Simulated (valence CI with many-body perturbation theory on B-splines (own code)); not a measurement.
**E1 line list for Sm³⁰⁺**

Method: valence CI with perturbative core correlation (CI+MBPT): four valence electrons over a frozen Dirac-Fock core [Ar] 3d10, radial functions for each j: 11 s, 11 p, 9 d, 7 f, 5 g, 2 h, 1 i, with the one-electron correlation potential Σ1 (screened to all orders), the two-electron term Σ2, the three-electron term Σ3, Breit, model QED; selected single and double excitations, second order for the rest (own B-spline code, finite nucleus).

No measured spectrum was set against this ion. As an estimate, large intervals hold to a few tenths of a per cent, small ones and those within an open d or f shell to about a per cent.

Lines 101 to 150 of 214 in falling wavelength, among levels below 2307700 cm⁻¹, chosen from the strongest by gf and those to the six lowest levels. Wavelengths and rates use the calculated energies. Electric multipoles are in the length gauge, E1 and E2 with the static RPA response of the core. Weak lines are less certain than strong ones. Lines between different terms over intervals too small for the method are left out, as are lines whose strength nearly cancels. Where a level lies close to another of its J and parity, the split of strength between their lines is uncertain. The highest levels of a list are the least certain.

Levels are named by their leading jj configuration (3d3/2^4 stands for four electrons in 3d with j = 3/2), which in mixed levels can hold well under half, so a name can repeat and another be missing. Letters in brackets count levels of one name in rising energy.

```tsv
λ vac (nm)	Upper	Lower	A (s⁻¹)	S (a.u.)
10.67	(4s 4p1/2 4p3/2^2) J=2 [b]	(4s^2 4p1/2 4p3/2) J=2	1.28e+11	3.83e-01
10.64	(4s 4p1/2 4p3/2 4d3/2) J=1 [c]	(4s^2 4p1/2 4d3/2) J=2	1.49e+11	2.66e-01
10.57	(4s^2 4p3/2 4d3/2) J=1	(4s^2 4p3/2^2) J=0	8.30e+09	1.45e-02
10.55	(4s 4p1/2 4p3/2 4d3/2) J=1 [e]	(4s^2 4p1/2 4d3/2) J=1	9.30e+10	1.62e-01
10.55	(4p1/2^2 4p3/2^2) J=2	(4s 4p1/2^2 4p3/2) J=2	7.06e+10	2.04e-01
10.53	(4s 4p1/2 4p3/2 4d5/2) J=2 [e]	(4s^2 4p1/2 4d5/2) J=3	2.87e+10	8.26e-02
10.51	(4p1/2 4p3/2^3) J=1	(4s 4p1/2 4p3/2^2) J=2 [a]	6.82e+10	1.17e-01
10.48	(4s^2 4p3/2 4d3/2) J=2	(4s^2 4p3/2^2) J=2	1.44e+09	4.09e-03
10.47	(4s 4p1/2 4p3/2^2) J=1 [b]	(4s^2 4p1/2 4p3/2) J=1	2.55e+10	4.33e-02
10.39	(4s 4p1/2 4p3/2^2) J=2 [b]	(4s^2 4p1/2 4p3/2) J=1	1.84e+10	5.10e-02
10.34	(4s 4p1/2 4p3/2 4d3/2) J=2 [b]	(4s 4p1/2 4p3/2^2) J=3	1.21e+10	3.31e-02
10.28	(4s^2 4p3/2 4d3/2) J=3	(4s^2 4p3/2^2) J=2	1.39e+10	5.20e-02
10.20	(4s 4p1/2 4p3/2 4d5/2) J=3 [e]	(4s 4p1/2 4p3/2^2) J=2 [b]	5.21e+10	1.91e-01
10.16	(4s 4p1/2 4p3/2 4d5/2) J=2 [b]	(4s 4p1/2 4p3/2^2) J=3	7.94e+10	2.06e-01
10.15	(4s 4p1/2 4p3/2 4d5/2) J=2 [a]	(4s 4p1/2 4p3/2^2) J=2 [a]	4.06e+10	1.05e-01
10.15	(4s 4p1/2 4p3/2 4d5/2) J=2 [c]	(4s 4p1/2 4p3/2^2) J=2 [b]	8.75e+10	2.26e-01
10.12	(4s 4p1/2 4p3/2 4d5/2) J=1 [b]	(4s 4p1/2 4p3/2^2) J=2 [b]	2.42e+10	3.71e-02
10.11	(4s 4p1/2 4p3/2 4d5/2) J=3 [b]	(4s 4p1/2 4p3/2^2) J=3	7.27e+10	2.60e-01
10.08	(4s 4p1/2 4p3/2 4d3/2) J=1 [d]	(4s^2 4p1/2 4d3/2) J=2	5.83e+10	8.85e-02
10.06	(4s 4p1/2 4p3/2 4d5/2) J=3 [a]	(4s 4p1/2 4p3/2^2) J=2 [a]	4.42e+10	1.55e-01
10.06	(4s 4p1/2 4p3/2 4d5/2) J=2 [d]	(4s 4p1/2 4p3/2^2) J=2 [b]	8.41e+10	2.11e-01
10.04	(4s 4p1/2^2 4d5/2) J=2	(4s 4p1/2^2 4p3/2) J=1	1.47e+11	3.67e-01
10.04	(4s 4p1/2 4p3/2 4d3/2) J=0 [b]	(4s 4p1/2 4p3/2^2) J=1 [a]	1.02e+11	5.12e-02
10.04	(4s 4p1/2 4p3/2 4d5/2) J=1 [b]	(4s 4p1/2 4p3/2^2) J=1 [b]	1.68e+10	2.52e-02
10.02	(4s 4p1/2 4p3/2 4d5/2) J=0	(4s 4p1/2 4p3/2^2) J=1 [b]	2.21e+11	1.10e-01
10.01	(4s 4p1/2^2 4d5/2) J=3	(4s 4p1/2^2 4p3/2) J=2	7.93e+10	2.75e-01
9.979	(4s 4p1/2 4p3/2 4d5/2) J=2 [d]	(4s 4p1/2 4p3/2^2) J=1 [b]	2.08e+10	5.10e-02
9.968	(4s^2 4p1/2 4d5/2) J=3	(4s^2 4p1/2 4p3/2) J=2	1.19e+11	4.06e-01
9.956	(4s^2 4p3/2 4d3/2) J=1	(4s^2 4p3/2^2) J=2	2.35e+11	3.43e-01
9.945	(4s^2 4p1/2 4d3/2) J=1	(4s^2 4p1/2 4p3/2) J=2	2.73e+10	3.97e-02
9.842	(4s 4p1/2 4p3/2 4d3/2) J=1 [e]	(4s 4p1/2 4p3/2^2) J=2 [b]	7.96e+10	1.12e-01
9.840	(4s 4p1/2 4p3/2 4d5/2) J=2 [e]	(4s 4p1/2 4p3/2^2) J=2 [b]	4.27e+10	1.00e-01
9.802	(4s^2 4p1/2 4d5/2) J=2	(4s^2 4p1/2 4p3/2) J=2	9.66e+10	2.24e-01
9.769	(4s 4p1/2 4p3/2 4d5/2) J=1 [a]	(4s 4p1/2 4p3/2^2) J=0	1.30e+11	1.79e-01
9.768	(4s 4p1/2 4p3/2 4d3/2) J=1 [e]	(4s 4p1/2 4p3/2^2) J=1 [b]	1.35e+11	1.87e-01
9.767	(4s 4p1/2 4p3/2 4d5/2) J=2 [e]	(4s 4p1/2 4p3/2^2) J=1 [b]	1.44e+11	3.32e-01
9.695	(4s^2 4p1/2 4d3/2) J=1	(4s^2 4p1/2 4p3/2) J=1	8.97e+10	1.21e-01
9.690	(4s 4p1/2 4p3/2 4d5/2) J=4 [c]	(4s 4p1/2 4p3/2^2) J=3	1.36e+11	5.49e-01
9.677	(4s 4p1/2 4p3/2 4d5/2) J=2 [c]	(4s 4p1/2 4p3/2^2) J=1 [a]	1.91e+11	4.27e-01
9.667	(4s 4p1/2 4p3/2 4d5/2) J=2 [b]	(4s 4p1/2 4p3/2^2) J=2 [a]	1.02e+11	2.28e-01
9.666	(4s 4p1/2 4p3/2 4d5/2) J=1 [a]	(4s^2 4p1/2 4d3/2) J=2	2.52e+10	3.37e-02
9.651	(4s^2 4p3/2 4d5/2) J=2	(4s^2 4p3/2^2) J=2	3.42e+11	7.59e-01
9.646	(4s 4p1/2 4p3/2 4d5/2) J=1 [b]	(4s 4p1/2 4p3/2^2) J=1 [a]	1.52e+11	2.03e-01
9.620	(4s 4p1/2 4p3/2 4d5/2) J=3 [b]	(4s 4p1/2 4p3/2^2) J=2 [a]	9.50e+09	2.92e-02
9.591	(4s 4p1/2 4p3/2 4d5/2) J=2 [d]	(4s 4p1/2 4p3/2^2) J=1 [a]	1.10e+10	2.40e-02
9.567	(4s 4p1/2 4p3/2 4d5/2) J=3 [c]	(4s 4p1/2 4p3/2^2) J=3	5.87e+10	1.78e-01
9.560	(4s^2 4p1/2 4d5/2) J=2	(4s^2 4p1/2 4p3/2) J=1	2.20e+11	4.74e-01
9.520	(4s^2 4p3/2 4d5/2) J=1	(4s^2 4p3/2^2) J=0	3.77e+11	4.82e-01
9.426	(4s 4p1/2 4p3/2 4d5/2) J=1 [b]	(4s 4p1/2 4p3/2^2) J=0	2.53e+10	3.14e-02
9.398	(4s 4p1/2 4p3/2 4d5/2) J=3 [e]	(4s^2 4p1/2 4d3/2) J=2	1.60e+11	4.59e-01
```
